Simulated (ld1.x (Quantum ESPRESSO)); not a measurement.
Values are calculated unless marked as measured or tabulated.
## Potentials for boron compared

Generated with ld1.x 7.5 (TM, RRKJ, ultrasoft, PAW), atompaw 4.2 or ONCVPSP 4.0.1. The cutoff is in Ry: for ld1.x and atompaw files where the sum of valence levels is converged to 10 mRy in a Bessel basis, for ONCV files where the hardest occupied wave has 1 mHa per electron of residual kinetic energy. The error is the largest all-electron minus pseudo excitation energy over each file’s own four to seven test configurations (ionisations up to +4, promotions, holes and added fractions of an electron), all of which were solved. The labels leave out finer settings (local radius, basis sizes, second energies), which also bear on the numbers. Spin-polarised tests are not counted. The rows are a selection from randomly drawn settings: files with unsolved tests, undetermined cutoffs or missed reference levels are left out.

```tsv
potential	cutoff (Ry)	largest error (meV)	bound ghosts
ultrasoft, PBEsol, scalar-relativistic, rc 1.60/2.05/2.20 (spd), local smoothed, core correction no, reference 2s2 2p1	12	+48	none
TM, BLYP, non-relativistic, rc 1.15/2.85/2.75 (spd), local s, core correction yes, reference 2s2 2p1	21	+269	none
RRKJ, PBE, scalar-relativistic, rc 1.55/2.40/2.15 (spd), local smoothed, core correction yes, reference 2s2 2p0	30	+90	none
PAW, LDA (PZ), scalar-relativistic, rc 1.20/2.00 (sp), local smoothed, core correction yes, reference 2s2 2p1	18	-8.0	none
ultrasoft, LDA (PZ), scalar-relativistic, rc 1.30/2.50 (sp), local smoothed, core correction yes, reference 2s2 2p1	15	-31	none
```

Problem. Fill in the row for B: PAW, LDA (PZ), non-relativistic, rc 1.76/3.64/2.78 (spd), local smoothed, core correction yes, reference 2s2 2p1.

Solution. cutoff 6 Ry, largest error +33 meV, bound ghosts: none.

Problem. Fill in the row for B: PAW, PBEsol, scalar-relativistic, rc 1.15/2.55/2.80 (spd), local smoothed, core correction yes, reference 2s2 2p0.5.

Solution. cutoff 18 Ry, largest error +21 meV, bound ghosts: none.

Problem. Fill in the row for B: TM, PBEsol, scalar-relativistic, rc 1.05/3.50/3.45 (spd), local p, core correction yes, reference 2s2 2p0.

Solution. cutoff 45 Ry, largest error +212 meV, bound ghosts: none.
